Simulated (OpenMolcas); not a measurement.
# N, P, As, Sb, Bi: ns2 np3 down the group

| Quantity | Value |
| --- | --- |
| Program | OpenMolcas 26.06 |
| Method | CASSCF |
| Basis | ANO-RCC-VTZP |
| Scalar Hamiltonian | DKH2, point nucleus |
| Spin-orbit coupling | state interaction with AMFI integrals over the reference wave functions, term energies averaged over their components |

Active space for each ion: 5 electrons in 8 orbitals (s p s p).

Computed levels in cm-1 above 4S* 3/2:

```json
{"Level": "2D* 3/2", "N": "22246", "P": "14677", "As": "13824", "Sb": "11708", "Bi": "11728"}
{"Level": "2D* 5/2", "N": "22251", "P": "14697", "As": "14164", "Sb": "13131", "Bi": "16628"}
{"Level": "2P* 1/2", "N": "28575", "P": "19597", "As": "19387", "Sb": "17925", "Bi": "21881"}
{"Level": "2P* 3/2", "N": "28578", "P": "19610", "As": "19754", "Sb": "19646", "Bi": "30751"}
{"Level": "weight of 4S* in the lowest level (%)", "N": "100", "P": "100", "As": "100", "Sb": "98", "Bi": "75"}
```

Mixed levels, with the weight of the term that names them: Bi 2D* 3/2 (66 %), Bi 2P* 3/2 (65 %).

Measured, with the error of the calculation in %. Measured levels: N, P, As, Sb, Bi from NIST Handbook of Basic Atomic Spectroscopic Data.

```
  Level              N              P             As            Sb            Bi
2D* 3/2  19233 (+15.7)  11361 (+29.2)  10593 (+30.5)  8512 (+37.5)  11419 (+2.7)
2D* 5/2  19224 (+15.7)  11377 (+29.2)  10915 (+29.8)  9854 (+33.3)  15438 (+7.7)
2P* 1/2   28839 (-0.9)   18723 (+4.7)   18186 (+6.6)  16395 (+9.3)  21661 (+1.0)
2P* 3/2   28839 (-0.9)   18748 (+4.6)   18648 (+5.9)  18464 (+6.4)  33165 (-7.3)
```

Without spin-orbit coupling 2D* lies 22249, 14691, 14080, 12697, 12438 cm-1 above 4S* in that order; the difference to the level 2D* 3/2, of either sign, comes from spin-orbit coupling, which also lowers the zero.

Without dynamic correlation excited terms often stand tens of per cent too high (terms of higher spin than the ground term too low), and those without a measured partner can miss by more than the paired ones (holds for N; P; As). Active for correlation alone: 3p 3s; no level in the range computed is led by a configuration that fills them, so any true level of that kind is missing (holds for N). Active for correlation alone: 4p 4s; no level in the range computed is led by a configuration that fills them, so any true level of that kind is missing (holds for P). Some levels mix across a computed gap that differs much from the measured one, so their mixing is not that of the real levels (holds for As). Active for correlation alone: 5p 5s; no level in the range computed is led by a configuration that fills them, so any true level of that kind is missing (holds for As). Some high roots are left out of the spin-orbit mixing, which shifts the levels that they would mix with (holds for Sb). Active for correlation alone: 6p 6s; no level in the range computed is led by a configuration that fills them, so any true level of that kind is missing (holds for Sb). Active for correlation alone: 7p 7s; no level in the range computed is led by a configuration that fills them, so any true level of that kind is missing (holds for Bi). Computed and measured levels are paired by configuration, term and J; levels that our copy of the source lacks, or whose pairing is in doubt (as where it misses far off the trend of its configuration), stay unpaired and out of the deviations. Levels of configurations outside the active space are missing.

* marks odd parity.
